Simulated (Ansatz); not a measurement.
Start from `C=NBCCl` and change one atom or group to get `[AlH2][BH]CCl`.

Ansatz, PBE0-D4/def2-TZVP geometries, multiplicity 1. Each molecule was computed in one conformer, which needn't be the lowest.

```
                                        property  `C=NBCCl`
              HOMO energy (PBE0/def2-TZVPP) / eV      -7.88
           LUMO energy (ωB97M-V/def2-TZVPP) / eV       1.13
           HOMO energy (ωB97M-V/def2-TZVPP) / eV     -10.17
            HOMO–LUMO gap (PBE0/def2-TZVPP) / eV       6.84
             HOMO–LUMO gap (PBE/def2-TZVPP) / eV       4.40
size of the dipole moment (B3LYP/def2-TZVPP) / D       1.89
```

(1) What does the change do to each property? (An estimate is asked.)

## Answers

(1) Computed: 
| property | `[AlH2][BH]CCl` | shift |
| --- | --- | --- |
| HOMO energy (PBE0/def2-TZVPP) / eV | -7.13 | 0.75 |
| LUMO energy (ωB97M-V/def2-TZVPP) / eV | 0.07 | -1.06 |
| HOMO energy (ωB97M-V/def2-TZVPP) / eV | -9.26 | 0.91 |
| HOMO–LUMO gap (PBE0/def2-TZVPP) / eV | 5.61 | -1.23 |
| HOMO–LUMO gap (PBE/def2-TZVPP) / eV | 3.66 | -0.74 |
| size of the dipole moment (B3LYP/def2-TZVPP) / D | 2.04 | 0.15 |

With PBE0 the HOMO rises by 0.75 eV and the LUMO falls by 0.48 eV, so the gap narrows by about 1.23 eV. PBE moves the HOMO by 0.58 eV and ωB97M-V by 0.91 eV. Dipoles are sizes alone; their direction can turn.

B3LYP here is the variant with VWN-RPA as its local correlation; programs differ in this.
